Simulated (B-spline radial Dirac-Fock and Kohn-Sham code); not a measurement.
## Dipole and non-dipole photoemission parameters of Te²⁺ 4d3/2

System: tellurium as Te²⁺, configuration 1s2 2s2 2p6 3s2 3p6 3d10 4s2 4p6 4d10 5s2 5p2; threshold 70.77 eV (orbital energy of the model). Calculated with a radial atomic solver, using Dirac-Hartree-Slater photoionisation with a Latter tail; cross sections with all multipoles, angular parameters from the dipole term and its interference with E2.

Input file task.json (cfg lists n, l and occupation; rrms is the nuclear radius in fm):

```json
{"items": [{
  "Z": 52,
  "q": 2,
  "cfg": [[1, 0, 2], [2, 0, 2], [2, 1, 6], [3, 0, 2], [3, 1, 6], [3, 2, 10], [4, 0, 2], [4, 1, 6], [4, 2, 10], [5, 0, 2], [5, 1, 2]],
  "A": 130,
  "rrms": 4.7423,
  "do": "xps",
  "hv": [60, 88.2, 92.6, 100, 150, 213.0, 282.0, 369.0, 432.0, 600, 657.0, 1000, 1160.0, 1253.6, 1310.0, 1380.0, 1486.9, 1810.0, 1890.0, 2380.0, 4240.0, 5290.0, 5340.0, 5800.0, 6470.0, 6840.0, 6950.0, 8047.8, 13600.0]
}]}
```

Launch: `python xray2_run.py task.json out`

For linearly polarised light dσ/dΩ = σ/(4π) [1 + β P₂(cos θ) + (δ + γ cos²θ) sin θ cos φ], with θ from the polarisation vector and φ the angle between the beam and the projection of the electron momentum on the plane normal to the polarisation.

| hν (eV) | σ (kb) | β | γ | δ |
| --- | --- | --- | --- | --- |
| 88.2 | 4800 | 0.933 | -0.030 | -0.006 |
| 92.6 | 3360 | 1.123 | -0.045 | -0.007 |
| 100 | 1880 | 1.430 | -0.082 | -0.007 |
| 150 | 139 | -0.458 | -0.267 | 0.098 |
| 213 | 283 | -0.128 | 0.127 | 0.018 |
| 282 | 325 | 0.484 | 0.082 | -0.002 |
| 369 | 281 | 0.837 | 0.018 | -0.004 |
| 432 | 238 | 0.981 | -0.010 | -0.002 |
| 600 | 147 | 1.187 | -0.030 | 0.007 |
| 657 | 125 | 1.226 | -0.025 | 0.010 |
| 1000 | ? | ? | ? | ? |
| 1160 | 37.6 | 1.344 | 0.119 | 0.030 |
| 1253.6 | 31.2 | 1.345 | 0.153 | 0.033 |
| 1310 | 28.0 | 1.345 | 0.173 | 0.035 |
| 1380 | 24.6 | 1.344 | 0.198 | 0.037 |
| 1486.9 | 20.4 | 1.339 | 0.237 | 0.040 |
| 1810 | 12.1 | 1.318 | 0.348 | 0.050 |
| 1890 | 10.8 | 1.311 | 0.375 | 0.052 |
| 2380 | 5.65 | 1.265 | 0.525 | 0.067 |
| 4240 | 0.961 | 1.090 | 0.947 | 0.124 |
| 5290 | 0.462 | 1.008 | 1.115 | 0.157 |
| 5340 | 0.447 | 1.005 | 1.122 | 0.158 |
| 5800 | 0.338 | 0.973 | 1.184 | 0.173 |
| 6470 | 0.232 | 0.930 | 1.263 | 0.194 |
| 6840 | 0.191 | 0.908 | 1.303 | 0.206 |
| 6950 | 0.180 | 0.902 | 1.314 | 0.209 |
| 8047.8 | 0.107 | 0.844 | 1.415 | 0.243 |
| 13600 | 0.0152 | 0.637 | 1.722 | 0.405 |

Problem. Give the values at 1000 eV.

Solution. σ = 53.0 kb, β = 1.332, γ = 0.064, δ = 0.024.
